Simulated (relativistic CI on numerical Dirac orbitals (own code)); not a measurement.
**Se9+: computed level list**

Calculated at this level of theory: Dirac-Coulomb-Breit CI, separate exchange-only KLI orbitals for each configuration, model QED (radiative potential, 1s self-energy scaled to tabulated hydrogen-like ionisation energies), unscaled Slater integrals (own radial code, finite nucleus).

Configuration list (outside the closed core [Ne]): 3s2 3p6 3d7, 3s2 3p5 3d8, 3s2 3p4 3d9, 3s2 3p6 3d6 4s, 3s 3p6 3d8, 3s2 3p6 3d6 4p, 3s2 3p6 3d5 4s2, 3s2 3p6 3d6 4d, 3p6 3d9, 3s2 3p6 3d5 4s 4p, 3s2 3p6 3d6 4f, 3s2 3p6 3d6 5s, 3s2 3p6 3d5 4p2, 3s2 3p6 3d6 5p, 3s2 3p6 3d6 5d, 3s2 3p5 3d7 4s. Levels of other configurations are missing.

The lowest level is 3s2 3p6 3d7 4F_9/2, with 98 % of that term; Hund's rules for 3s2 3p6 3d7 give 4F with J = 9/2, in agreement.

```tsv
No.	Configuration	Term	J	E (cm⁻¹)	%	jj configuration (%)
1	3s2 3p6 3d7	4F	9/2	0	98	3d5/2^3 (60)
2	3s2 3p6 3d7	4F	7/2	5342	99	3d3/2^3 3d5/2^4 (85)
3	3s2 3p6 3d7	4F	5/2	8780	99	3d3/2^2 3d5/2^5 (64)
4	3s2 3p6 3d7	4F	3/2	10983	97	3d3/2^3 3d5/2^4 (36)
5	3s2 3p6 3d7	4P	3/2	34588	65	3d5/2^3 (63)
6	3s2 3p6 3d7	4P	5/2	35672	97	3d3/2^3 3d5/2^4 (56)
7	3s2 3p6 3d7	2G	9/2	38057	92	3d3/2^3 3d5/2^4 (42)
8	3s2 3p6 3d7	4P	1/2	38721	85	3d3/2^3 3d5/2^4 (83)
9	3s2 3p6 3d7	2G	7/2	43036	99	3d3/2^3 3d5/2^4 (52)
10	3s2 3p6 3d7	2P	3/2	45573	45	3d3/2^2 3d5/2^5 (56)
11	3s2 3p6 3d7	2P	1/2	49713	85	3d3/2^2 3d5/2^5 (83)
12	3s2 3p6 3d7	2D	5/2	50489	95	3d3/2^3 3d5/2^4 (45)
13	3s2 3p6 3d7	2H	11/2	52999	100	3d3/2^3 3d5/2^4 (100)
14	3s2 3p6 3d7	2H	9/2	57981	93	3d3/2^2 3d5/2^5 (76)
15	3s2 3p6 3d7	2D	3/2	59320	74	3d3/2 3d5/2^6 (69)
16	3s2 3p6 3d7	2F	5/2	83333	98	3d3/2^3 3d5/2^4 (62)
17	3s2 3p6 3d7	2F	7/2	85539	99	3d3/2^3 3d5/2^4 (63)
18	3s2 3p6 3d7	2D	3/2	125169	99	3d3/2^3 3d5/2^4 (87)
19	3s2 3p6 3d7	2D	5/2	128249	98	3d3/2^2 3d5/2^5 (69)
20	3d6(5D) 4s	6D	9/2	747158	99	3d3/2^3 3d5/2^3 4s (48)
21	3d6(5D) 4s	6D	7/2	750489	99	3d3/2^3 3d5/2^3 4s (54)
22	3d6(5D) 4s	6D	5/2	752747	99	3d3/2^2 3d5/2^4 4s (56)
23	3d6(5D) 4s	6D	3/2	754269	98	3d3/2^3 3d5/2^3 4s (36)
24	3d6(5D) 4s	6D	1/2	755160	98	3d3/2^2 3d5/2^4 4s (47)
25	3d6(5D) 4s	4D	7/2	765661	98	3d3/2^3 3d5/2^3 4s (48)
26	3d6(5D) 4s	4D	5/2	769476	98	3d3/2^3 3d5/2^3 4s (47)
27	3d6(5D) 4s	4D	3/2	771698	98	3d3/2^2 3d5/2^4 4s (46)
28	3d6(5D) 4s	4D	1/2	772988	98	3d3/2^2 3d5/2^4 4s (38)
29	3d6(3H) 4s	4H	13/2	798372	98	3d3/2^3 3d5/2^3 4s (73)
30	3d6(3H) 4s	4H	11/2	799392	91	3d3/2^3 3d5/2^3 4s (70)
31	3d6(3H) 4s	4H	9/2	799899	77	3d3/2^3 3d5/2^3 4s (50)
32	3d6(3H) 4s	4H	7/2	800680	81	3d3/2^3 3d5/2^3 4s (40)
33	3d6(3P) 4s	4P	5/2	801839	96	3d5/2^2 4s (39)
34	3d6(3F) 4s	4F	9/2	804652	66	3d3/2^2 3d5/2^4 4s (47)
35	3p5 3d8(3F)	4G°	11/2	806523	100	3p3/2^3 3d5/2^4 (82)
36	3d6(3F) 4s	4F	7/2	806594	76	3d3/2^2 3d5/2^4 4s (51)
37	3d6(3F) 4s	4F	5/2	807575	85	3d3/2^3 3d5/2^3 4s (57)
38	3d6(3P) 4s	4P	3/2	807944	65	3d5/2^2 4s (33)
39	3d6(3H) 4s	2H	11/2	808137	67	3d3/2^3 3d5/2^3 4s (87)
40	3d6(3F) 4s	4F	3/2	808736	94	3d3/2^3 3d5/2^3 4s (47)
41	3d6(3H) 4s	2H	9/2	811608	83	3d3/2^2 3d5/2^4 4s (51)
42	3d6(3G) 4s	4G	11/2	813243	62	3d3/2^2 3d5/2^4 4s (80)
43	3d6(3P) 4s	4P	1/2	813857	91	3d3/2^3 3d5/2^3 4s (38)
44	3d6(3G) 4s	4G	9/2	814559	80	3d3/2^2 3d5/2^4 4s (46)
45	3d6(3F) 4s	2F	7/2	814870	38	3d3/2^2 3d5/2^4 4s (55)
46	3d6(3G) 4s	4G	5/2	815002	66	3d3/2^2 3d5/2^4 4s (46)
47	3d6(3P) 4s	2P	3/2	816866	67	3d3/2 3d5/2^5 4s (42)
48	3d6(3G) 4s	4G	7/2	817240	47	3d3/2^2 3d5/2^4 4s (41)
49	3d6(3F) 4s	2F	5/2	820691	76	3d3/2^2 3d5/2^4 4s (60)
50	3p5 3d8(3F)	4G°	9/2	822562	96	3p3/2^3 3d3/2^3 3d5/2^5 (81)
51	3d6(3P) 4s	2P	1/2	823207	81	3d3/2^3 3d5/2^3 4s (47)
52	3d6(3G) 4s	2G	9/2	823660	89	3d3/2^2 3d5/2^4 4s (55)
53	3d6(3G) 4s	2G	7/2	826759	87	3d3/2^2 3d5/2^4 4s (56)
54	3d6(1I) 4s	2I	13/2	827822	98	3d3/2^2 3d5/2^4 4s (73)
55	3d6(1I) 4s	2I	11/2	828119	96	3d3/2^2 3d5/2^4 4s (78)
56	3d6(3D) 4s	4D	5/2	828799	94	3d3/2^2 3d5/2^4 4s (42)
57	3d6(3D) 4s	4D	3/2	828912	95	3d3/2^2 3d5/2^4 4s (51)
58	3d6(3D) 4s	4D	1/2	829575	89	3d3/2^2 3d5/2^4 4s (64)
59	3d6(3D) 4s	4D	7/2	829632	98	3d3/2^3 3d5/2^3 4s (54)
60	3p5 3d8(3F)	4G°	7/2	830019	58	3p3/2^3 3d3/2^3 3d5/2^5 (40)
61	3d6(1G) 4s	2G	9/2	834130	90	3d3/2^2 3d5/2^4 4s (42)
62	3d6(1G) 4s	2G	7/2	834498	87	3d3/2 3d5/2^5 4s (43)
63	3p5 3d8(3F)	2F°	5/2	836141	37	3p3/2^3 3d5/2^4 (52)
64	3d6(3D) 4s	2D	3/2	839509	96	3d3/2^2 3d5/2^4 4s (53)
65	3d6(3D) 4s	2D	5/2	840302	97	3d3/2^3 3d5/2^3 4s (49)
66	3d6(1S) 4s	2S	1/2	846798	86	3d5/2^6 4s (37)
67	3p5 3d8(1D)	2F°	7/2	848422	52	3p3/2^3 3d3/2^2 3d5/2^6 (35)
68	3p5 3d8(1D)	2D°	5/2	849867	52	3p3/2^3 3d5/2^4 (30)
69	3d6(1D) 4s	2D	5/2	851023	93	3d3/2 3d5/2^5 4s (33)
70	3d6(1D) 4s	2D	3/2	851346	95	3d3/2 3d5/2^5 4s (36)
```

Energies count from the lowest computed level; ° marks odd parity. Percentages are summed over parent terms; the parents shown are those of the largest component, closed shells are left out there. Filled j subshells are mostly left out of the jj labels.

The mean weight of the leading LS term, summed over parents, in these 70 levels is 85 %, and that of the leading jj configuration (from the same eigenvectors) 55 %, so LS coupling describes them better.

At this charge energies of transitions that change n are usually good to better than 1 %, and those within a shell (Δn = 0) to a few per cent. Terms inside the open d or f shell come out 10 to 20 % too wide with unscaled integrals.

Landé's interval rule says that E(J) − E(J−1) = AJ with one A. For the ground term the intervals give A = -881.2, -982.3, -1187.2 cm⁻¹ for J = 5/2, 7/2, 9/2; the multiplet is inverted.
